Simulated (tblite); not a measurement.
Species: C2H11AlAs2.
Numbering: `[CH3:1][AsH:2][Al@H-:3]([CH3:4])[AsH3+:5]` (hydrogens: H6, H7, H8 on C1; H9 on As2; H10 on Al3; H11, H12, H13 on C4; H14, H15, H16 on As5)

Computed with GFN2-xTB (tblite), gas phase: L-BFGS steps from a force-field or distance-geometry start until the largest atomic force falls under 0.01 eV/Å.

Step 109: E = -425.8883 eV
```
atom  x, y, z in Å  |  force x, y, z in eV/Å
C1      3.0445    0.2031    0.4118   -0.016   0.021   0.015
As2     1.8328    0.0089   -1.1614   -0.023  -0.025   0.016
Al3     0.0281   -0.6986    0.3196    0.023   0.004  -0.044
C4     -1.4769   -1.9884    0.1212    0.039  -0.015   0.054
As5    -2.0177    1.3583   -0.2994    0.042  -0.011   0.003
H6      3.6878    1.0739    0.2912    0.001   0.010  -0.001
H7      3.6831   -0.6782    0.4697   -0.004  -0.012   0.031
H8      2.4953    0.3020    1.3534    0.016  -0.008  -0.049
H9      1.1706    1.3824   -0.9635   -0.006   0.019  -0.001
H10     0.1836   -0.1298    1.7846    0.009   0.008   0.016
H11    -2.0418   -1.8638   -0.8129   -0.018  -0.012  -0.054
H12    -1.2277   -3.0531    0.1946   -0.005   0.009  -0.017
H13    -2.1858   -1.7894    0.9392   -0.046   0.006   0.015
H14    -3.3311    1.2062    0.3989    0.007  -0.022   0.033
H15    -2.4294    2.7371   -0.7284   -0.006   0.037  -0.032
H16    -1.4231    1.9384    0.9373   -0.013  -0.009   0.015
```

Step 110: E = -425.8889 eV
```
atom  x, y, z in Å  |  force x, y, z in eV/Å
C1      3.0391    0.2121    0.4167   -0.002   0.011   0.014
As2     1.8370   -0.0104   -1.1599   -0.015  -0.005   0.014
Al3     0.0303   -0.7037    0.3224    0.009   0.008  -0.027
C4     -1.4797   -1.9860    0.1155    0.021  -0.018   0.065
As5    -2.0137    1.3609   -0.3073    0.023   0.013   0.034
H6      3.6889    1.0770    0.2858   -0.017   0.002  -0.005
H7      3.6731   -0.6720    0.4917   -0.012   0.002   0.047
H8      2.4837    0.3298    1.3529    0.030  -0.015  -0.059
H9      1.1692    1.3642   -0.9879   -0.003   0.015  -0.005
H10     0.1812   -0.1307    1.7878    0.011  -0.002   0.003
H11    -2.0388   -1.8569   -0.8220   -0.015  -0.015  -0.035
H12    -1.2376   -3.0522    0.1898    0.004   0.008  -0.026
H13    -2.1913   -1.7855    0.9315   -0.042   0.013  -0.003
H14    -3.3130    1.1934    0.4171    0.039  -0.027   0.031
H15    -2.4471    2.7444   -0.7042    0.013   0.026  -0.027
H16    -1.3889    1.9247    0.9260   -0.045  -0.016  -0.020
```

Problem. Estimate the geometry and energy of step 111. (The exact step hangs on the optimiser's Hessian estimate; all steps are aligned on step 110, rigid shifts and turns removed.)

Solution. E = -425.8894 eV, largest force 0.102 eV/Å
```
atom  x, y, z in Å  |  force x, y, z in eV/Å
C1      3.0358    0.2113    0.4132    0.028   0.001   0.005
As2     1.8338   -0.0164   -1.1600   -0.005   0.002  -0.025
Al3     0.0324   -0.7021    0.3268   -0.017   0.011   0.001
C4     -1.4743   -1.9867    0.1128   -0.004  -0.011   0.051
As5    -2.0049    1.3678   -0.2881    0.053  -0.071  -0.051
H6      3.7011    1.0641    0.2765   -0.033  -0.003  -0.009
H7      3.6550   -0.6826    0.4961   -0.004   0.006   0.069
H8      2.4779    0.3466    1.3448    0.037  -0.018  -0.033
H9      1.1670    1.3571   -0.9887   -0.012   0.031  -0.012
H10     0.1779   -0.1161    1.7904    0.012  -0.012  -0.017
H11    -2.0099   -1.8674   -0.8412   -0.010  -0.010   0.005
H12    -1.2361   -3.0520    0.2027    0.022  -0.014  -0.028
H13    -2.2048   -1.7807    0.9112   -0.039   0.026  -0.025
H14    -3.3077    1.1821    0.4184    0.011  -0.022   0.069
H15    -2.4538    2.7374   -0.6994   -0.003   0.077  -0.043
H16    -1.3969    1.9466    0.9404   -0.035   0.007   0.043
```

The energy changes by -0.0005 eV. The first-order estimate −F·Δx gives -0.0016 eV and the mean of the old and new forces, exact on a quadratic surface, -0.0005 eV. The step makes an angle of 83° with the force vector and moves no atom by more than 0.036 Å.

The cost below is that of the whole relaxation. Hardware: one thread, Arm Neoverse N1 (aarch64), no GPU, shared host with 64 logical CPUs at a one-minute load of 61. Cost: 3.6 s wall.
